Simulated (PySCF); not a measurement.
Species: C₄H₆FO₃S (charge -1).
Numbering: `[CH3:1]/[C:2](=[CH:3]/[F:4])[CH2:5][S:6](=[O:7])(=[O:8])[O-:9]` (hydrogens: H10, H11, H12 on C1; H13 on C3; H14, H15 on C5)

Computed geometry: GFN2-xTB, gas phase.

Question: Give the optimised bond lengths and angles.

Answer: 
```tsv
bond	length (pm)
C1–C2	149.5
C2=C3	132.8
C3–F4	136.5
C2–C5	146.3
C5–S6	187.3
S6=O7	146.4
S6=O8, S6–O9	145.6
C1–H10, C1–H11, C1–H12	109.0
C3–H13	108.0
C5–H14, C5–H15	108.4
```

Bonds in one row agree within 1 pm and their mean is given. A selection of angles:
```tsv
angle	degrees
C2–C1–H10	110.2
C2–C1–H11	111.8
C2–C1–H12	107.2
H10–C1–H11	109.0
H10–C1–H12	108.1
C1–C2–C3	120.4
C1–C2–C5	115.4
C3–C2–C5	124.0
C2–C3–F4	123.1
C2–C3–H13	126.0
F4–C3–H13	110.9
C2–C5–S6	105.9
C2–C5–H14	114.2
S6–C5–H14	106.1
S6–C5–H15	103.3
H14–C5–H15	112.0
C5–S6–O7	104.5
C5–S6–O9	103.4
O7–S6–O8	113.5
O8–S6–O9	114.6
```

Torsions: C1–C2–C3–F4 178° (antiperiplanar); C1–C2–C5–S6 65° (synclinal); C2–C5–S6–O7 -79° (synclinal). The mirror-image conformer, all signs reversed, is as good.

C2 (fully substituted alkene carbon) is planar (angles 124.0°, 120.4° and 115.4°, sum 359.8°, 0.03 Å off the plane of its three neighbours). S6 (sulfonyl sulfur) is distorted tetrahedral (angles from 103.4° to 114.6°). Of the pairs four or more bonds apart, O7···H12 is among the closest relative to their van der Waals radii: 2.05 Å, 75 % of the sum of Bondi's values. The 3 C–C bonds span 1.328 Å (C2=C3, drawn double) to 1.495 Å (C1–C2, drawn single), a spread of 0.167 Å. C3 (vinylic C–F carbon) is planar (angles 126.0°, 123.1° and 110.9°, sum 360.0°, 0.00 Å off the plane of its three neighbours).

Point group: C1 (no symmetry element, even within 0.4 Å). GFN2-xTB frequencies: not computed here.
